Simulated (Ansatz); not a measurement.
Total energies of C2H3F2NOSi, SMILES `CO[Si](F)(F)C#N`.

```
atom   x (Å)   y (Å)   z (Å)
  C1  -1.422   0.608   0.432
  O2  -0.827  -0.417  -0.350
 Si3   0.689  -0.551  -0.820
  F4   1.139   0.599  -1.794
  F5   0.870  -1.925  -1.549
  C6   1.827  -0.488   0.619
  N7   2.489  -0.421   1.557
  H8  -1.491   1.535  -0.141
  H9  -0.850   0.786   1.346
 H10  -2.424   0.276   0.699
```

The species carries charge 0 and has multiplicity 1. The structure was optimised at the PBE0-D4/def2-TZVP level. It is one conformer, not always the lowest. Basis def2-TZVPP, Ansatz.

RPA on PBE orbitals: Hartree–Fock energy of these orbitals -694.90955 Eh, correlation -2.05581 Eh (frozen core).

```csv
functional,energy without D4 (Eh),D4 term (kJ/mol)
PBE,-696.94596,-22.5
B3LYP,-697.55492,-36.1
```

(1) Give the same for LDA (SPW92), revPBE, BLYP, r2SCAN, B97M-V, PBE0, r2SCANh, r2SCAN0, HSE06 (plane-wave form), BHLYP, CAM-B3LYP, LC-ωPBE, ωB97X-V, ωB97M-V, B2PLYP, PBE-QIDH. (An estimate is asked.)

B3LYP takes the VWN-RPA correlation (the form of Gaussian; ORCA's B3LYP/G). HSE06 is the plane-wave form, built on full-range PBE exchange. The double hybrids freeze the cores in their second-order part.

Answers

(1) The calculation gave: 
| functional | energy without D4 (Eh) | D4 term (kJ/mol) |
| --- | --- | --- |
| LDA (SPW92) | -693.41381 | – |
| revPBE | -697.32816 | -68.1 |
| BLYP | -697.46664 | -49.2 |
| r2SCAN | -697.31516 | -5.7 |
| B97M-V | -697.35896 | – |
| PBE0 | -696.97836 | -19.1 |
| r2SCANh | -697.29011 | -6.1 |
| r2SCAN0 | -697.25415 | -6.7 |
| HSE06 (plane-wave form) | -696.95384 | -17.8 |
| BHLYP | -697.35394 | -27.2 |
| CAM-B3LYP | -697.41398 | -19.4 |
| LC-ωPBE | -697.19065 | – |
| ωB97X-V | -697.35410 | – |
| ωB97M-V | -697.40987 | – |
| B2PLYP | -697.16615 | – |
| PBE-QIDH | -696.84908 | – |

LC-ωPBE has ω = 0.4 bohr⁻¹.
